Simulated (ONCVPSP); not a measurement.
How hard is this chromium ONCV potential?

Cr, optimised norm-conserving Vanderbilt (ONCV), made with ONCVPSP 4.0.1 (LDA (Perdew-Zunger), scalar-relativistic). Core [Ar], reference 3d5 4s1. Waves: 4s: rc 2.35 bohr, ncon 5, nbas 8, qcut 3.6 1/bohr, 3 projectors, debl 0.5 Ha; p scattering state at 0.05 Ha: rc 2.50 bohr, ncon 4, nbas 9, qcut 3.8 1/bohr, 2 projectors, debl 1.5 Ha; 3d: rc 1.70 bohr, ncon 4, nbas 9, qcut 9.2 1/bohr, 2 projectors, debl 2.8 Ha. Local part: polynomial inside 1.15 bohr (lpopt 5, dvloc0 1 Ha). Core correction: Teter function, parameters optimised by the program.

**Question.** For each optimised wave give the share of its norm inside rc, the residual kinetic energy above qcut (Ha) and the cutoffs (Ha) for errors of 10, 1, 0.1 and 0.01 mHa per electron.

**Answer.**

```json
{"wave": "4s", "norm inside rc": "0.221", "residual KE": "2.5e-04", "10 mHa": "1.8", "1 mHa": "3.3", "0.1 mHa": "20.6", "0.01 mHa": "29.0"}
{"wave": "s projector 2", "norm inside rc": "0.181", "residual KE": "6.6e-05", "10 mHa": "2.9", "1 mHa": "4.5", "0.1 mHa": "6.1", "0.01 mHa": "35.3"}
{"wave": "s projector 3", "norm inside rc": "0.129", "residual KE": "3.8e-04", "10 mHa": "3.7", "1 mHa": "5.7", "0.1 mHa": "7.8", "0.01 mHa": "45.5"}
{"wave": "p projector 1", "norm inside rc": "0.222", "residual KE": "1.7e-05", "10 mHa": "0.8", "1 mHa": "2.5", "0.1 mHa": "4.0", "0.01 mHa": "16.7"}
{"wave": "p projector 2", "norm inside rc": "0.166", "residual KE": "3.1e-03", "10 mHa": "3.9", "1 mHa": "25.7", "0.1 mHa": "54.1", "0.01 mHa": "67.4"}
{"wave": "3d", "norm inside rc": "0.690", "residual KE": "6.1e-06", "10 mHa": "26.9", "1 mHa": "32.5", "0.1 mHa": "36.6", "0.01 mHa": "40.7"}
{"wave": "d projector 2", "norm inside rc": "0.180", "residual KE": "5.3e-05", "10 mHa": "30.3", "1 mHa": "36.2", "0.1 mHa": "41.2", "0.01 mHa": "93.1"}
```

The occupied waves need 33 Ha and 37 Ha for 1 and 0.1 mHa. Note: ghosts flagged at negative energy: s at -75.3 eV; GHOST(+) flagged for p at 54.8 eV, s at 344.0 eV. A true bound ghost makes a file unfit for plane-wave use. 1 of 4 tests not solved or not reliable.
